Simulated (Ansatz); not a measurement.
`N[SiH2][SeH]` + `BF` → `N[SiH2]BF` + H₂Se  (formal exchange of groups at the Si–Se bond)

Computed with Ansatz on PBE0-D4/def2-TZVP structures; ΔE is electronic, products minus reactants. CCSD(T)/CBS is the MP2 limit (def2-TZVPP, def2-QZVPP) plus CCSD(T) − MP2 in def2-TZVPP, frozen cores. This one scheme is used for every species. Functionals use def2-TZVPP. For Se outer-core shells are correlated without core-valence functions, which leaves a few kJ/mol of doubt a bond. Scalar relativity is left out up to krypton. One conformer a species, not always the lowest.

`N[SiH2][SeH]`:

Z-matrix (Å, degrees):
```
Si
Se 1 2.293
N 1 1.711 2 117.9
H 1 1.482 2 101.7 3 -119.9
H 1 1.482 2 109.2 3 121.1
H 2 1.469 1 93.5 3 -67.4
H 3 1.008 1 119.2 2 85.2
H 3 1.008 1 120.2 2 -57.6
```

`BF`:

Cartesian coordinates in Å:
```
B 0.025 0.028 0.032
F -0.639 -0.722 -0.822
H -0.402 0.117 1.148
H 1.016 0.577 -0.358
```

`N[SiH2]BF`:

```xyz
9

N     0.531   -1.390    0.442
Si    0.097   -0.131   -0.652
B    -0.752    1.367    0.431
F    -1.393    2.345   -0.188
H     0.912   -2.258    0.100
H     0.936   -1.152    1.333
H    -0.853   -0.690   -1.655
H     1.227    0.456   -1.446
H    -0.704    1.452    1.633
```

H₂Se:

Cartesian coordinates in Å:
```
Se -0.284 -0.612 -0.113
H -0.711 0.774 -0.332
H 0.996 -0.162 0.445
```

CCSD(T)/CBS gives +1.10 eV.

Q: Another level gave +1.02 eV. Which?
A. ωB97X-V/def2-TZVPP
B. LDA (SPW92)/def2-TZVPP
C. BHLYP/def2-TZVPP
D. MP2/def2-TZVPP

A: A. ωB97X-V 1.02, LDA (SPW92) 0.95, BHLYP 1.07, MP2/def2-TZVPP 1.18 eV.

Largest T1 diagnostic among the species: 0.013.

Leaving LDA and LC-ωPBE aside and taking each functional with its dispersion term where it has one, the values, not all of them listed here, spread over 0.13 eV, from B97M-V to BHLYP-D4. From PBE to PBE0 (25 % exact exchange), in def2-TZVPP and without D4, ΔE moves by +0.05 eV. At CCSD(T), def2-SVP lies −0.12 eV from the extrapolated value and def2-TZVPP −0.05 eV.
